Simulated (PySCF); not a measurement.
Isomers of C5H5F3O. Computed with PBE0-D3(BJ)/def2-SVP geometry optimisation, gas phase in PySCF. One conformer each; no zero-point energy, no entropy. No frequencies were run at this level. Point groups hold within 0.08 Å.

**Question.** Rank from lowest to highest electronic energy at this level (kcal/mol).
A. `[O:1]=[C:2]1[CH2:3][CH:4]([C:5]([F:6])([F:7])[F:8])[CH2:9]1` with O1–C2–C3–C4 165°, C2–C3–C4–C5 131°, C3–C4–C9–C2 -11°, O1–C2–C9–C4 -165°
B. `[CH2:1]=[CH:2][O:3]/[CH:4]=[C:5](\[F:6])[CH:7]([F:8])[F:9]` with C1–C2–O3–C4 180°, C2–O3–C4–C5 180°, C4–C5–C7–F8 110°

**Answer.** A (0.0), B (47.6).

As drawn, the lower has a four-membered ring and a C=O bond, which the higher lacks; the higher has a C=C bond outside aromatic rings, which the lower lacks.

| SMILES | E (Eh) | E rel (kcal/mol) | dipole (D) | point group | A, B, C (MHz) |
| --- | --- | --- | --- | --- | --- |
| O=C1CC(C(F)(F)F)C1 | -567.28491 | 0.0 | 1.25 | Cs | 3716, 1002, 936.9 |
| C=CO/C=C(\F)C(F)F | -567.20913 | 47.6 | 2.11 | C1 | 3675, 741.7, 651.4 |
